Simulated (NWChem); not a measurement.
All runs are NWChem calculations. System: Sb, charge 2, spin multiplicity 2. Its SCF solution wasn't tested for a lower state. Level: UM06-2X/def2-TZVPD with def2 effective core potentials on Sb.

Job file:

```
start mol
memory heap 200 mb stack 900 mb global 1100 mb
charge 2
geometry units angstroms nocenter noautoz
  Sb     0.000000     0.000000     0.000000
  symmetry group D2h
end
basis spherical
  * library def2-tzvpd
end
ecp
  Sb library def2-ecp
end
dft
  xc m06-2x
  odft
  mult 2
  semidirect memsize 60000000 filesize 0
  iterations 100
  grid fine
end
task dft energy
```

Part of the output:

```
             Northwest Computational Chemistry Package (NWChem) 7.3.0
             --------------------------------------------------------

                                NWChem Input Module
                                -------------------

 Scaling coordinates for geometry "geometry" by  1.889725989
 (inverse scale =  0.529177249)

                             Geometry "geometry" -> ""
                             -------------------------

 Output coordinates in angstroms (scale by  1.889725989 to convert to a.u.)

  No.       Tag          Charge          X              Y              Z
 ---- ---------------- ---------- -------------- -------------- --------------
    1 Sb                  51.0000     0.00000000     0.00000000     0.00000000

 Effective nuclear repulsion energy (a.u.)       0.0000000000

            Nuclear Dipole moment (a.u.)
            ----------------------------
        X                 Y               Z
 ---------------- ---------------- ----------------
     0.0000000000     0.0000000000     0.0000000000

      Symmetry information
      --------------------

 Group name             D2h
 Group number             26
 Group order               8
 No. of unique centers     1

      Symmetry unique atoms

     1


 Summary of "ao basis" -> "" (spherical)
 ------------------------------------------------------------------------------
       Tag                 Description            Shells   Functions and Types
 ---------------- ------------------------------  ------  ---------------------
 *                         def2-tzvpd                 on all atoms

                                 NWChem DFT Module
                                 -----------------

 Summary of "ao basis" -> "ao basis" (spherical)
 ------------------------------------------------------------------------------
       Tag                 Description            Shells   Functions and Types
 ---------------- ------------------------------  ------  ---------------------
 Sb                        def2-tzvpd               18       56   7s5p4d2f

 Summary of "ao basis" -> "ao basis" (spherical)
 ------------------------------------------------------------------------------
       Tag                 Description            Shells   Functions and Types
 ---------------- ------------------------------  ------  ---------------------
 Sb                        def2-tzvpd               18       56   7s5p4d2f

      Symmetry analysis of basis
      --------------------------

        ag         15
        au          2
        b1g         4
        b1u         9
        b2g         4
        b2u         9
        b3g         4
        b3u         9

            General Information
            -------------------
          SCF calculation type: DFT
          Wavefunction type:  spin polarized.
          No. of atoms     :     1
          No. of electrons :    21
           Alpha electrons :    11
            Beta electrons :    10
          Charge           :     2
          Spin multiplicity:     2
          Use of symmetry is: on ; symmetry adaption is: on
          Maximum number of iterations: 100
          AO basis - number of functions:    56
                     number of shells:    18
          Convergence on energy requested:  1.00D-06
          Convergence on density requested:  1.00D-05
          Convergence on gradient requested:  5.00D-04

              XC Information
              --------------
                       M06-2X Method XC Functional
                     Hartree-Fock (Exact) Exchange  0.540
                        M06-2X Exchange Functional  1.000
                      M06-2X Correlation Potential  1.000

             Grid Information
             ----------------
          Grid used for XC integration:  fine
          Radial quadrature: Mura-Knowles
          Angular quadrature: Lebedev.
          Tag              B.-S. Rad. Rad. Pts. Rad. Cut. Ang. Pts.
          ---              ---------- --------- --------- ---------
          Sb                  1.45      141           8.0       974
          Grid pruning is: on
          Number of quadrature shells:   141
          Spatial weights used:  Erf1

          Convergence Information
          -----------------------
          Convergence aids based upon iterative change in
          total energy or number of iterations.
          Levelshifting, if invoked, occurs when the
          HOMO/LUMO gap drops below (HL_TOL):  1.00D-02
          DIIS, if invoked, will attempt to extrapolate
          using up to (NFOCK): 10 stored Fock matrices.

                    Damping( 0%)  Levelshifting(0.5)       DIIS
                  --------------- ------------------- ---------------
          dE  on:    start            ASAP                start
          dE off:    2 iters        100 iters           100 iters

      Screening Tolerance Information
      -------------------------------
          Density screening/tol_rho:  1.00D-10
          AO Gaussian exp screening on grid/accAOfunc:  14
          CD Gaussian exp screening on grid/accCDfunc:  20
          XC Gaussian exp screening on grid/accXCfunc:  20
          Schwarz screening/accCoul:  1.00D-08

      Superposition of Atomic Density Guess
      -------------------------------------

 Sum of atomic energies:        -277.63461845

 Renormalizing density from      23.00 to     21

      Non-variational initial energy
      ------------------------------

 Total energy =    -232.536244
 1-e energy   =    -382.950902
 2-e energy   =     150.414658
 HOMO         =      -0.948701
 LUMO         =      -0.948701
[...]
   convergence    iter        energy       DeltaE   RMS-Dens  Diis-err    time
 ---------------- ----- ----------------- --------- --------- ---------  ------
 d= 0,ls=0.0,diis     1   -238.9379942165 -2.39D+02  2.83D-02  1.29D+00     1.0
                                                     2.75D-02  1.22D+00
 d= 0,ls=0.0,diis     2   -239.1393505016 -2.01D-01  8.61D-03  4.04D-01     1.1
                                                     8.50D-03  4.17D-01
 d= 0,ls=0.0,diis     3   -239.2217457672 -8.24D-02  4.23D-04  5.41D-05     1.2
                                                     4.02D-04  4.96D-05
 d= 0,ls=0.0,diis     4   -239.2217726279 -2.69D-05  1.35D-05  2.15D-07     1.4
                                                     4.56D-05  1.11D-06

 !! scf_movecs_sym_adapt:    2 vectors were symmetry contaminated

  Symmetry fudging
 d= 0,ls=0.0,diis     5   -239.2215417294  2.31D-04  9.53D-07  6.23D-07     1.5
                                                     3.88D-06  9.14D-06

 !! scf_movecs_sym_adapt:    2 vectors were symmetry contaminated

  Symmetry fudging

 !! scf_movecs_sym_adapt:    4 vectors were symmetry contaminated

  Symmetry fudging
 d= 0,ls=0.0,diis     6   -239.2215419923 -2.63D-07  3.38D-05  5.97D-07     1.6
                                                     1.44D-04  8.74D-06
 d= 0,ls=0.0,diis     7   -239.2215477747 -5.78D-06  6.30D-06  1.48D-08     1.8
                                                     2.87D-05  2.31D-07

 !! scf_movecs_sym_adapt:    6 vectors were symmetry contaminated

  Symmetry fudging

 !! scf_movecs_sym_adapt:    2 vectors were symmetry contaminated

  Symmetry fudging
 d= 0,ls=0.0,diis     8   -239.2215479340 -1.59D-07  1.80D-07  1.06D-11     1.9
                                                     4.89D-07  6.44D-11

         Total DFT energy =     -239.221547933956
      One electron energy =     -404.479576483195
           Coulomb energy =      184.043036785885
    Exchange-Corr. energy =      -18.785008236645
 Nuclear repulsion energy =        0.000000000000

 Numeric. integr. density =       21.000000000033

     Total iterative time =      1.4s

                  Occupations of the irreducible representations
                  ----------------------------------------------

                     irrep           alpha         beta
                     --------     --------     --------
                     ag                4.0          4.0
                     au                0.0          0.0
                     b1g               1.0          1.0
                     b1u               1.0          1.0
                     b2g               1.0          1.0
                     b2u               2.0          1.0
                     b3g               1.0          1.0
                     b3u               1.0          1.0

                    DFT Final Alpha Molecular Orbital Analysis
                    ------------------------------------------

 Vector    9  Occ=1.000000D+00  E=-2.109452D+00  Symmetry=ag
              MO Center= -4.5D-17,  2.0D-16, -4.7D-17, r^2= 3.4D-01
   Bfn.  Coefficient  Atom+Function         Bfn.  Coefficient  Atom+Function
  ----- ------------  ---------------      ----- ------------  ---------------
    27      0.786143  1 Sb d  2              25      0.453880  1 Sb d  0
    32      0.137262  1 Sb d  2              30      0.079248  1 Sb d  0

 Vector   10  Occ=1.000000D+00  E=-1.182679D+00  Symmetry=ag
              MO Center=  1.3D-18,  7.6D-18, -9.8D-18, r^2= 1.4D+00
   Bfn.  Coefficient  Atom+Function         Bfn.  Coefficient  Atom+Function
  ----- ------------  ---------------      ----- ------------  ---------------
     5      1.002881  1 Sb s                  3     -0.562133  1 Sb s
     2      0.524383  1 Sb s                  4     -0.416295  1 Sb s
     6      0.306012  1 Sb s                  1     -0.258966  1 Sb s
     7     -0.026749  1 Sb s

 Vector   11  Occ=1.000000D+00  E=-8.363198D-01  Symmetry=b2u
              MO Center= -4.9D-18,  1.2D-17, -1.8D-18, r^2= 2.0D+00
   Bfn.  Coefficient  Atom+Function         Bfn.  Coefficient  Atom+Function
  ----- ------------  ---------------      ----- ------------  ---------------
    18      0.589243  1 Sb py                15      0.535714  1 Sb py
    12     -0.491054  1 Sb py                 9     -0.077237  1 Sb py
    21      0.039475  1 Sb py

 Vector   12  Occ=0.000000D+00  E=-6.637363D-01  Symmetry=b3u
              MO Center= -2.4D-18, -1.2D-18,  2.5D-18, r^2= 2.1D+00
   Bfn.  Coefficient  Atom+Function         Bfn.  Coefficient  Atom+Function
  ----- ------------  ---------------      ----- ------------  ---------------
    17      0.619535  1 Sb px                11     -0.458638  1 Sb px
    14      0.458154  1 Sb px                20      0.084729  1 Sb px
     8     -0.072454  1 Sb px

 Vector   13  Occ=0.000000D+00  E=-6.637363D-01  Symmetry=b1u
              MO Center=  6.4D-19, -2.5D-19,  2.7D-17, r^2= 2.1D+00
   Bfn.  Coefficient  Atom+Function         Bfn.  Coefficient  Atom+Function
  ----- ------------  ---------------      ----- ------------  ---------------
    19      0.619535  1 Sb pz                13     -0.458638  1 Sb pz
    16      0.458154  1 Sb pz                22      0.084729  1 Sb pz
    10     -0.072454  1 Sb pz

 Vector   14  Occ=0.000000D+00  E=-3.328392D-01  Symmetry=ag
              MO Center= -4.1D-17,  5.0D-18, -3.7D-17, r^2= 8.4D+00
   Bfn.  Coefficient  Atom+Function         Bfn.  Coefficient  Atom+Function
  ----- ------------  ---------------      ----- ------------  ---------------
     7      1.435551  1 Sb s                  5     -0.677907  1 Sb s
     6     -0.476235  1 Sb s                  3      0.231613  1 Sb s
     2     -0.205516  1 Sb s                  4      0.185669  1 Sb s
    42      0.129389  1 Sb d  2              37      0.111462  1 Sb d  2
     1      0.101177  1 Sb s                 40      0.074703  1 Sb d  0

                     DFT Final Beta Molecular Orbital Analysis
                     -----------------------------------------

 Vector    8  Occ=1.000000D+00  E=-2.104696D+00  Symmetry=b1g
              MO Center= -3.7D-19, -4.5D-19,  5.7D-19, r^2= 3.4D-01
   Bfn.  Coefficient  Atom+Function         Bfn.  Coefficient  Atom+Function
  ----- ------------  ---------------      ----- ------------  ---------------
    23      0.916907  1 Sb d -2              28      0.144357  1 Sb d -2

 Vector    9  Occ=1.000000D+00  E=-2.098369D+00  Symmetry=ag
              MO Center=  1.3D-17,  2.3D-15,  5.3D-18, r^2= 3.4D-01
   Bfn.  Coefficient  Atom+Function         Bfn.  Coefficient  Atom+Function
  ----- ------------  ---------------      ----- ------------  ---------------
    27      0.794483  1 Sb d  2              25      0.458695  1 Sb d  0
    32      0.124047  1 Sb d  2              30      0.071618  1 Sb d  0

 Vector   10  Occ=1.000000D+00  E=-1.115622D+00  Symmetry=ag
              MO Center= -1.5D-15, -1.4D-15, -1.3D-15, r^2= 1.4D+00
   Bfn.  Coefficient  Atom+Function         Bfn.  Coefficient  Atom+Function
  ----- ------------  ---------------      ----- ------------  ---------------
     5      0.927252  1 Sb s                  3     -0.581185  1 Sb s
     2      0.526828  1 Sb s                  4     -0.371407  1 Sb s
     6      0.372030  1 Sb s                  1     -0.260270  1 Sb s
     7     -0.036175  1 Sb s                 27     -0.028627  1 Sb d  2

 Vector   11  Occ=0.000000D+00  E=-6.536277D-01  Symmetry=b3u
              MO Center=  1.5D-15, -1.4D-19, -6.6D-32, r^2= 2.3D+00
   Bfn.  Coefficient  Atom+Function         Bfn.  Coefficient  Atom+Function
  ----- ------------  ---------------      ----- ------------  ---------------
    17      0.654515  1 Sb px                11     -0.432876  1 Sb px
    14      0.396854  1 Sb px                20      0.102665  1 Sb px
     8     -0.068432  1 Sb px

 Vector   12  Occ=0.000000D+00  E=-6.536277D-01  Symmetry=b1u
              MO Center= -6.0D-32,  6.8D-19,  1.4D-15, r^2= 2.3D+00
   Bfn.  Coefficient  Atom+Function         Bfn.  Coefficient  Atom+Function
  ----- ------------  ---------------      ----- ------------  ---------------
    19      0.654515  1 Sb pz                13     -0.432876  1 Sb pz
    16      0.396853  1 Sb pz                22      0.102665  1 Sb pz
    10     -0.068432  1 Sb pz

 Vector   13  Occ=0.000000D+00  E=-6.175004D-01  Symmetry=b2u
              MO Center= -3.3D-19,  1.1D-15, -6.7D-19, r^2= 2.5D+00
   Bfn.  Coefficient  Atom+Function         Bfn.  Coefficient  Atom+Function
  ----- ------------  ---------------      ----- ------------  ---------------
    18      0.677879  1 Sb py                12     -0.397108  1 Sb py
    15      0.319507  1 Sb py                21      0.148752  1 Sb py
     9     -0.062813  1 Sb py

   alpha - beta orbital overlaps
   -----------------------------

   alpha      1      2      3      4      5      6      7      8      9     10
    beta      1      2      3      4      5      6      7      8      9     10
 overlap   1.000  1.000  1.000  1.000  1.000  1.000  1.000  1.000  1.000  0.998

   alpha     11     12     13     14     15     16     17     18     19     20
    beta     13     11     12     14     17     18     16     15     19     20
 overlap   0.988  0.999  0.999  0.804  0.998  0.998  0.997  0.997  0.804  0.999

   alpha     21     22     23     24     25     26     27     28     29     30
    beta     21     22     25     26     27     23     24     28     33     34
 overlap   0.999  0.990  0.999  0.999  0.976  0.999  0.999  0.971  0.988  0.988

   alpha     31     32     33     34     35     36     37     38     39     40
    beta     29     30     31     32     35     36     37     38     43     40
 overlap   1.000  1.000  1.000  1.000  0.979  0.975  0.989  0.989  0.998  1.000

   alpha     41     42     43     44     45     46     47     48     49     50
    beta     39     41     42     45     44     46     47     50     48     49
 overlap   1.000  0.998  0.998  1.000  1.000  1.000  1.000  1.000  1.000  1.000

   alpha     51     52     53     54     55     56
    beta     51     52     53     54     55     56
 overlap   1.000  1.000  1.000  1.000  1.000  1.000

     --------------------------
     Expectation value of S2:
     --------------------------
      <S2> =      0.7543 (Exact =     0.7500)

 Task  times  cpu:        1.9s     wall:        1.9s

 Total times  cpu:        1.9s     wall:        1.9s
```
